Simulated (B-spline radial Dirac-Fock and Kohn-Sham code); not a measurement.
## Dipole and non-dipole photoemission parameters of In²⁺ 2p3/2

System: the In²⁺ ion in the configuration [Kr] 4d10 5s1; threshold 3747.1 eV (orbital energy of the model). These are calculated numbers from a B-spline atomic structure program; the model is Dirac-Hartree-Slater photoionisation with a Latter tail; cross sections with all multipoles, angular parameters from the dipole term and its interference with E2.

Input of the calculation (task.json; shells as n, l, electrons):

```json
{"items": [{
  "Z": 49,
  "q": 2,
  "cfg": [[1, 0, 2], [2, 0, 2], [2, 1, 6], [3, 0, 2], [3, 1, 6], [3, 2, 10], [4, 0, 2], [4, 1, 6], [4, 2, 10], [5, 0, 1]],
  "A": 115,
  "rrms": 4.6156,
  "do": "xps",
  "hv": [51.2, 58.5, 80, 165.0, 206.0, 213.0, 219.0, 287.0, 313.0, 536.0, 539.0, 561.0, 600, 722.0, 752.0, 1170.0, 1486.9, 1820.0, 1950.0, 2070.0, 2290.0, 3240.0, 3300.0, 4790.0, 5414.7, 6000, 6360.0, 8047.8, 12000, 15000]
}]}
```

Command: `python xray2_run.py task.json out`

For linearly polarised light dσ/dΩ = σ/(4π) [1 + β P₂(cos θ) + (δ + γ cos²θ) sin θ cos φ], with θ from the polarisation vector and φ the angle between the beam and the projection of the electron momentum on the plane normal to the polarisation.

```tsv
hν (eV)	σ (kb)	β	γ	δ
4790	72.8	1.434	-0.014	0.027
5414.7	51.8	1.481	0.236	0.037
6000	38.8	1.493	0.435	0.044
6360	32.9	1.494	0.544	0.047
8047.8	16.6	1.463	0.957	0.063
12000	?	?	?	?
15000	2.46	1.245	1.878	0.135
```

Q: Give the values at 12000 eV.

A: σ = 4.94 kb, β = 1.339, γ = 1.576, δ = 0.103.
